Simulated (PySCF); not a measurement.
# Energy of Os (osmium, neutral) between two integer charges

The 6s beta orbital of [Xe] 4f14 5d6 6s2 is emptied in steps (occupation f), with all orbitals relaxed, ending at [Xe] 4f14 5d6 6s1. Calculation: PySCF 2.14, in def2-TZVP with the def2 core potential (60 electrons) (6s4p3d1f, 40 functions); scalar relativity through the core potential. The exact energy is a straight line in f; departures are measured from the line between the end points of the same method.

```
  f  BHandHLYP (eV)  HSE06 (eV)
  1           0.000       0.000
0.8          -0.253      -0.409
0.6          -0.384      -0.623
0.4          -0.390      -0.646
0.2          -0.265      -0.455
  0           0.000       0.000
```

```json
{"method": "BHandHLYP", "E(f=0) − E(f=1) (eV)": "8.116", "−ε at f=1 (eV)": "6.553", "−ε at f=0.4 (eV)": "8.410"}
{"method": "HSE06", "E(f=0) − E(f=1) (eV)": "8.089", "−ε at f=1 (eV)": "5.545", "−ε at f=0.4 (eV)": "8.438"}
```

Orbital energy along the path (eV):

```tsv
f	BHandHLYP	HSE06
1	-6.553	-5.545
0.8	-7.153	-6.531
0.6	-7.770	-7.508
0.4	-8.410	-8.438
0.2	-9.085	-9.696
0	-9.781	-11.016
```

Reference removal energy between the ground levels: 8.438 eV (measured; NIST Atomic Spectra Database, ionization energies). The calculation has no spin-orbit coupling.
